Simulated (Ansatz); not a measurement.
`C#Cc1ccc(C#Cc2ccc(C#Cc3ccc(C#Cc4ccc(C#Cc5ccccc5)cc4)cc3)cc2)cc1`, relaxed as a singlet with RKS r2SCAN-D4/def2-SVP in Ansatz, starting from the GFN2-xTB geometry. Force threshold 0.03 eV/Å.

Single mean-field runs in def2-SVP are fitted with def2-universal-jkfit.

Start:

```xyz
62

C     1.889   -3.607  -16.557
C     1.774   -3.353  -15.389
C     1.632   -3.056  -14.014
C     1.445   -1.737  -13.595
C     1.303   -1.448  -12.255
C     1.342   -2.472  -11.306
C     1.197   -2.175   -9.933
C     1.076   -1.920   -8.758
C     0.926   -1.622   -7.386
C     2.035   -1.272   -6.613
C     1.884   -0.978   -5.276
C     0.622   -1.034   -4.680
C     0.466   -0.734   -3.309
C     0.331   -0.476   -2.137
C     0.167   -0.176   -0.767
C     0.164   -1.200    0.183
C     0.002   -0.908    1.519
C    -0.166    0.416    1.937
C    -0.337    0.715    3.304
C    -0.486    0.972    4.475
C    -0.663    1.273    5.841
C    -0.135    0.431    6.824
C    -0.310    0.727    8.158
C    -1.023    1.866    8.541
C    -1.208    2.166    9.908
C    -1.367    2.426   11.077
C    -1.557    2.730   12.444
C    -0.556    3.385   13.164
C    -0.748    3.682   14.499
C    -1.930    3.328   15.131
C    -2.925    2.675   14.421
C    -2.745    2.376   13.084
C    -1.553    2.706    7.558
C    -1.372    2.415    6.224
C    -0.165    1.440    0.985
C     0.001    1.148   -0.350
C    -0.487   -1.388   -5.453
C    -0.337   -1.676   -6.791
C     1.528   -3.792  -11.725
C     1.672   -4.080  -13.065
H     1.988   -3.828  -17.578
H     1.413   -0.947  -14.331
H     1.160   -0.428  -11.929
H     3.011   -1.232   -7.075
H     2.740   -0.704   -4.677
H     0.292   -2.223   -0.141
H     0.001   -1.700    2.255
H     0.412   -0.452    6.528
H     0.100    0.080    8.921
H     0.364    3.656   12.666
H     0.028    4.191   15.052
H    -2.075    3.559   16.176
H    -3.846    2.398   14.912
H    -3.517    1.867   12.525
H    -2.106    3.585    7.856
H    -1.783    3.062    5.463
H    -0.291    2.463    1.310
H     0.004    1.938   -1.087
H    -1.463   -1.431   -4.990
H    -1.194   -1.947   -7.392
H     1.556   -4.583  -10.990
H     1.817   -5.099  -13.391
```

Problem. Estimate the energy that the relaxation releases and the steps that it takes.

Solution. 52.4 kJ/mol, in 47 steps; 4.3 min on 2 threads of AMD EPYC 7R13 on a shared host and a share (18 GiB) of an NVIDIA H100 80GB HBM3. The force fell under the threshold at step 27, but the optimiser went on and released 0.067 eV more. No frequencies were taken in this run, so the end may be a saddle point.

Problem. Does the start keep its bonding?

Solution. By distances, no bond broke or formed. The bond that changes most is C1–H41, from 1.05 to 1.07 Å (atoms count from 1).

Problem. Predict the relaxed structure.

Solution. 
Cartesian coordinates in Å:
```
C 1.978 -3.660 -16.739
C 1.844 -3.401 -15.556
C 1.686 -3.100 -14.173
C 1.915 -1.792 -13.690
C 1.761 -1.497 -12.342
C 1.373 -2.500 -11.423
C 1.216 -2.199 -10.047
C 1.079 -1.939 -8.856
C 0.920 -1.639 -7.481
C 1.144 -0.328 -6.995
C 0.987 -0.034 -5.649
C 0.598 -1.038 -4.729
C 0.437 -0.737 -3.354
C 0.295 -0.477 -2.164
C 0.130 -0.176 -0.790
C -0.359 -1.153 0.111
C -0.524 -0.858 1.456
C -0.205 0.426 1.960
C -0.375 0.727 3.334
C -0.523 0.988 4.523
C -0.696 1.289 5.896
C -1.313 0.361 6.769
C -1.485 0.657 8.113
C -1.044 1.892 8.645
C -1.219 2.194 10.019
C -1.371 2.455 11.207
C -1.548 2.757 12.583
C -0.994 3.933 13.139
C -1.171 4.224 14.490
C -1.899 3.356 15.312
C -2.453 2.189 14.772
C -2.281 1.887 13.423
C -0.425 2.819 7.773
C -0.256 2.525 6.428
C 0.285 1.402 1.060
C 0.448 1.108 -0.286
C 0.375 -2.349 -5.215
C 0.532 -2.643 -6.561
C 1.145 -3.809 -11.908
C 1.298 -4.102 -13.256
H 2.097 -3.887 -17.782
H 2.215 -1.011 -14.393
H 1.940 -0.482 -11.978
H 1.442 0.454 -7.698
H 1.162 0.981 -5.284
H -0.607 -2.148 -0.268
H -0.903 -1.619 2.143
H -1.657 -0.596 6.369
H -1.964 -0.066 8.778
H -0.426 4.609 12.495
H -0.736 5.138 14.906
H -2.035 3.589 16.371
H -3.023 1.507 15.409
H -2.712 0.976 12.998
H -0.080 3.776 8.173
H 0.223 3.248 5.763
H 0.534 2.397 1.439
H 0.825 1.870 -0.973
H 0.076 -3.131 -4.513
H 0.358 -3.658 -6.926
H 0.844 -4.591 -11.206
H 1.120 -5.117 -13.622
```
Bond lengths: 44 × C–C 1.22 to 1.42 Å; 22 × C–H 1.07 to 1.09 Å.
